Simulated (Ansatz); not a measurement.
Basis-set series for `FC(I)CI`. Total charge 0; spin multiplicity 1. I: def2 effective core potential. The geometry is a stationary point of PBE0-D4/def2-TZVP. It is one conformer, not always the lowest.

```xyz
8

F    -0.237   -0.858    1.512
C     0.458   -0.270    0.512
I     1.731   -1.764   -0.418
C    -0.448    0.287   -0.537
I    -1.624    1.900    0.259
H     1.147    0.460    0.932
H     0.121    0.707   -1.361
H    -1.148   -0.462   -0.899
```

```json
{"functional": "PBE0-D4", "basis": "def2-SVP", "functions": "109", "energy (Eh)": "-772.96009", "HOMO (eV)": "-7.56", "LUMO (eV)": "-1.70"}
{"functional": "PBE0-D4", "basis": "def2-TZVPP", "functions": "235", "energy (Eh)": "-773.19203", "HOMO (eV)": "-7.64", "LUMO (eV)": "-1.78"}
{"functional": "ωB97M-V", "basis": "def2-SVP", "functions": "109", "energy (Eh)": "-773.01026", "HOMO (eV)": "-9.71", "LUMO (eV)": "0.36"}
{"functional": "ωB97M-V", "basis": "def2-TZVPP", "functions": "235", "energy (Eh)": "-773.25047", "HOMO (eV)": "-9.81", "LUMO (eV)": "0.18"}
```

Task: Give the rows for def2-QZVPP. (Estimate.)

Result: Ansatz gave: 
| functional | basis | functions | energy (Eh) | HOMO (eV) | LUMO (eV) |
| --- | --- | --- | --- | --- | --- |
| PBE0-D4 | def2-QZVPP | 425 | -773.20381 | -7.65 | -1.81 |
| ωB97M-V | def2-QZVPP | 425 | -773.26202 | -9.83 | 0.10 |

Positive LUMOs are unbound and depend on the basis.
